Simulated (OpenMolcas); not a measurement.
A calculation on neutral lithium.

* Program: OpenMolcas 26.06
* Method: CASSCF
* Basis: ANO-RCC-VTZP [4s3p2d1f]
* Scalar Hamiltonian: DKH2, point nucleus
* Active space: 1 electron in 4 orbitals (2s 2p)
* State averaging: 2S+1 = 2 even, 1 root; 2S+1 = 2 odd, 3 roots
* Spin-orbit coupling: RASSI with atomic mean-field integrals over the reference wave functions, term energies averaged over their components

Task: Which level of the active space comes out lowest?

Result: 2s 2S 1/2, with 100 % of that term; it is also the measured ground level.

Task: How high does 2p 2P* 3/2 lie?

Result: 1.8413 eV above the lowest level; measured 1.8479 eV above the ground level, so the calculation is off by 0 %.

Task: How high does 2p 2P* 1/2 lie?

Result: 1.8412 eV above the lowest level; measured 1.8478 eV above the ground level, so the calculation is off by 0 %.

Measured values: NIST Handbook of Basic Atomic Spectroscopic Data.

ANO sets are built for ground and valence states and can reach diffuse excited orbitals poorly. With one active electron the reference holds no correlation, so core polarisation is missing. Measured partners are found by configuration, term and J. A level has none where our copy of the source lacks it or the pairing is in doubt (some pairs that miss far off the trend of their configuration count as doubtful), and it then counts in no deviation. Levels of configurations outside the active space are missing.

* marks odd parity.
